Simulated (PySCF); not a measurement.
Isomers of C3H4S. Isolated molecules, 0 K electronic values unless said otherwise. One relaxed conformer stands for each flexible species; it need not be the lowest. Strings in code marks are SMILES.

The T1 excitation (TDA) from two functionals at the same geometries (PBE0-D3(BJ)/def2-TZVP), both in PySCF: PBE-D3(BJ)/def2-TZVP and B3LYP-D3(BJ)/def2-TZVP. B3LYP has the VWN-RPA correlation part, as in Gaussian. Excitations are Tamm–Dancoff values on a coarser integration grid. The basis has no diffuse functions, so Rydberg states are missing or too high.

```tsv
species	PBE-D3(BJ)/def2-TZVP (eV)
`C(#CC)S`	4.16
`C1C(C=1)S` (H–S–C–C torsion 152°)	3.84
`C#CSC`	3.96
`C=C=CS`	3.77
```

Question: What does B3LYP-D3(BJ)/def2-TZVP give for each?

Answer: 
- `C(#CC)S`: 4.34
- `C1C(C=1)S` (H–S–C–C torsion 152°): 4.20
- `C#CSC`: 4.15
- `C=C=CS`: 4.04
Over these rows, drawn at random from the members with no instability flagged (it was tested for open shells, ions and some series alone), PBE minus B3LYP-D3(BJ): mean -0.25 eV, from -0.36 eV to -0.18 eV.
